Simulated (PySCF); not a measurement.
## Spinor energies of Sc (scandium, neutral)

Start: [Ar] 3d1 4s2; 3d5/2 filled at m_j = +5/2. Calculated with PySCF 2.14 in x2c-TZVPall-2c with one added diffuse shell each of s, p, d type (7s8p5d1f, 63 functions): generalised Hartree-Fock with the X2C-1e Hamiltonian and a Gaussian nucleus; one run each with spin-orbit coupling (SO) switched off, then screened by Boettger's factors. This is a chosen level, not necessarily the ground level.

```tsv
spinor shell	electrons	ε, spin-free (eV)	ε, screened SO (eV)	weight of nominal j (screened SO)	rms radius, screened SO (bohr)
1s1/2	2	-4549.5	-4549.4	1.000	0.0844
2s1/2	2	-535.09	-535.09	1.000	0.370
2p1/2	2	-437.62	-440.83	1.000	0.338
2p3/2	4	-437.62	-436.03	1.000	0.341
3s1/2	2	-80.431	-80.431	1.000	1.13
3p1/2	2	-52.180	-52.556	0.994	1.23
3p3/2	4	-52.180	-51.996	0.997	1.24
4s1/2	2	-10.291	-10.291	0.995	3.51
3d5/2	1	-1.433	-1.433	1.000	10.6
```

```tsv
quantity	spin-free	screened SO
E (hartree)	-763.05505	-763.05969
M_J	5/2	5/2
⟨J²⟩	8.809	8.809
⟨L²⟩	6.059	6.059
⟨S²⟩	0.750	0.750
```

⟨J²⟩ departs a little from M_J(M_J + 1) because the unrestricted spinors polarise the closed shells.

Without spin-orbit coupling the j labels of p, d and f shells carry no meaning; the spin-free column gives the mean over the occupied spinors of each nl shell.
